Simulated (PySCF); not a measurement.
C₉H₁₃ClSi, SMILES c1(ccc(Cl)cc1)[Si](C)(C)C (GFN2-xTB optimised geometry):

```
24

C     -0.378    -3.436    -1.557
Si    -0.863    -2.448     0.002
C     -2.742    -2.127    -0.003
C     -0.379    -3.423     1.570
C      0.091    -0.802     0.000
C     -0.553     0.431     0.000
C      0.154     1.620     0.000
C      1.538     1.583     0.000
Cl     2.436     3.064     0.000
C      2.212     0.373     0.000
C      1.483    -0.802     0.000
H      0.687    -3.649    -1.576
H     -0.617    -2.889    -2.464
H     -0.903    -4.386    -1.598
H     -3.055    -1.566     0.872
H     -3.051    -1.572    -0.883
H     -3.291    -3.064    -0.001
H      0.688    -3.620     1.599
H     -0.890    -4.381     1.610
H     -0.635    -2.876     2.472
H     -1.631     0.467     0.000
H     -0.361     2.569     0.001
H      3.291     0.356     0.000
H      2.013    -1.743    -0.001
```

Computed with PySCF with B3LYP/def2-SVP.

What are the frontier orbital energies and the dipole moment?

HOMO-2 -8.21 eV, HOMO-1 -7.28 eV, HOMO -6.66 eV, LUMO -0.61 eV, LUMO+1 -0.46 eV; dipole moment 1.76 D.

Meta-Löwdin charges at B3LYP/def2-SVP: C1 -0.54, Si2 0.90, C3 -0.54, C4 -0.54, C5 -0.23, C6 -0.09, C7 -0.11, C8 0.03, Cl9 -0.07, C10 -0.11, C11 -0.09, H12 0.10, H13 0.11, H14 0.10, H15 0.11, H16 0.11, H17 0.11, H18 0.10, H19 0.10, H20 0.11, H21 0.10, H22 0.11, H23 0.11, H24 0.10.
